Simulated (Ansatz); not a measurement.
Geometry optimisation, UHF/def2-SVP in Ansatz.

Input:

```yaml
crystal:
  periodic: [false, false, false]
  atoms:
    - { symbol: Ga, position_ang: [0.0, 0.0, 0.0] }
    - { symbol: Cl, position_ang: [0.0, 0.0, 2.49] }
    - { symbol: H, position_ang: [1.3596, 0.0, -0.785] }
    - { symbol: H, position_ang: [-1.3596, 0.0, -0.785] }
    - { symbol: H, position_ang: [0.0, 0.0, 4.16] }
magnetization:
  spin_polarized: true
  initial_magnetization: 1
basis:
  gaussian: { orbitals: def2-SVP }
hamiltonian:
  xc: hf
relax:
  f_tol: 0.15
  max_steps: 25
  restrain:
    - { distance: [1, 4], at: 1.37, k: 30.0 }
    - { distance: [0, 1], at: 3.44, k: 30.0 }
output:
  orbitals: {}
```

Command:

```bash
$ ansatz run input.yaml --threads 1 --pin off --max-ram 2048MiB --backend cpu --events-out ev --progress --plain --runs-dir out
```

Question: Where does it end, and by what steps?

Answer: It converged. The restraints hold the end off the free minimum. After 5 steps the energy has fallen by 0.905 eV (the restraints' own energy left out); Cl2 moved furthest, 0.66 Å. Parted: Ga1–Cl2 (2.49 → 3.45 Å).

```tsv
step	energy less start (eV)	largest force component (eV/Å)	accepted
0	0.0000	2.553	yes
1	0.0108	3.461	yes
2	-0.4391	1.526	yes
3	-0.6936	1.500	yes
4	-0.9002	1.867	yes
5	-0.9049	1.779	yes
```

```xyz
5
Properties=species:S:1:pos:R:3
Ga 0.000 0.000 -0.304
Cl 0.000 0.000 3.147
H 1.372 0.000 -1.116
H -1.372 0.000 -1.116
H 0.000 0.000 4.469
```

Time of the run: 8.4 s on 1 thread of Arm Neoverse V1, with other jobs on the host, peak memory 0.14 GiB.
